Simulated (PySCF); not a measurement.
# NMR problem set

Computational details: shieldings: GIAO PBE0/pcSseg-1, B3LYP/pcJ-1 coupling constants (spin–dipole term left out of most H,H and C,H couplings), GFN2-xTB geometry, in PySCF 2.14.0 with density-fitted response routines (relativity neglected, equivalent nuclei averaged, no solvent, single conformer).

δ = σ(ref) − σ, references computed at the same level: 1H (σref 31.72), 13C (σref 186.93) against TMS. Multiplet labels drop J under 1 Hz and among equivalent protons, and merge close values. Unscaled 3J(H,H) run several per cent high. Splittings of carbon signals by F and P are missing where no couplings were computed. Where no couplings were computed, multiplicities follow the n + 1 count of equivalent neighbours, and m marks all less simple cases (inequivalent or close neighbours, rings, F or P nearby). Shifts are as computed. Against solution values, carbons near 30 ppm lie about +3 ppm off and those near 130 ppm about +5 ppm. Of 1211 compounds with measured shifts, 218 miss one by over three times the rms of a fit or turn the order of signals round; such compounds aren't used in these exercises. OH and NH positions are gas-phase values without hydrogen bonding to other molecules.

Task: C4H5N3. 1H NMR (400 MHz, computed): δ 9.85 (d, J = 2.2 Hz, 1H), 9.67 (d, J = 2.2 Hz, 1H), 2.70 (s, 3H). 13C{1H} NMR (computed): δ 163.6, 162.9, 157.8, 24.0. What is it?

Result: SMILES Cc1cnncn1. Rings plus π bonds: 4 (1 ring in the answer). 4 carbon signals for 4 carbons: no two carbons are equivalent. Carbon types of the structure: 1 × C, 2 × CH, 1 × CH3, which accounts for all hydrogens. δC 163.6: substituted aromatic carbon next to a ring nitrogen. δC 157.8: aromatic CH next to a ring nitrogen; the adjacent pyridine-type nitrogen withdraws density from it. δH 9.85: hydrogen on an aromatic CH between two ring heteroatoms; the ring current deshields protons in the ring plane. δH 9.67: hydrogen on an aromatic CH next to a ring nitrogen; ring current plus the neighbouring ring nitrogen.

The data come from this structure; uniqueness wasn't tested.

Task: C4H10O2Si. 1H NMR (500 MHz, computed): δ 4.50 (s, 1H), 1.64 (br s, 2H), 1.12 (s, 3H), 0.22 (m, 2H), 0.08 (m, 2H). 13C{1H} NMR (computed): δ 21.6, 8.5, 5.1. Give a structure.

Result: `CC1([SiH](O)O)CC1`. The formula gives 1 degree of unsaturation (1 ring in the answer). 3 carbon signals for 4 carbons: some carbons are equivalent by symmetry or fast rotation. Carbon types of the structure: 1 × C, 2 × CH2, 1 × CH3, leaving 3 H on heteroatoms. δC 21.6: methyl carbon; aliphatic region, no heteroatom directly attached. δC 8.5, 5.1: three-membered-ring carbon; carbons of three-membered rings are unusually shielded. δH 1.64: hydrogen on an oxygen bonded to Si; labile proton, position sensitive to the medium. δH 0.22, 0.08: hydrogen on a three-membered-ring carbon; cyclopropane-type protons are shielded by the ring.

The shifts were computed for this structure.

Task: C3H12P2Si. 1H NMR (400 MHz, computed): δ 4.89 (m, 1H), 1.08 (m, 6H), 1.01 (m, 4H), 0.99 (m, 1H). 13C{1H} NMR (computed): δ 20.3 (CH), 19.9 (CH3). Identify the compound.

Result: `InChI=1S/C3H12P2Si/c1-3(2)6(4)5/h3,6H,4-5H2,1-2H3`. 2 carbon signals for 3 carbons: some carbons are equivalent by symmetry or fast rotation. Carbon types of the structure: 1 × CH, 2 × CH3, leaving 5 H on heteroatoms. δC 19.9: methyl carbon; saturated and bonded to C and H only. δH 4.89: hydrogen on a silicon bonded to C, 2 P. δH 1.08: hydrogen on a methyl carbon. δH 1.01: hydrogen on a phosphorus bonded to Si.

This is the structure that produced the data.
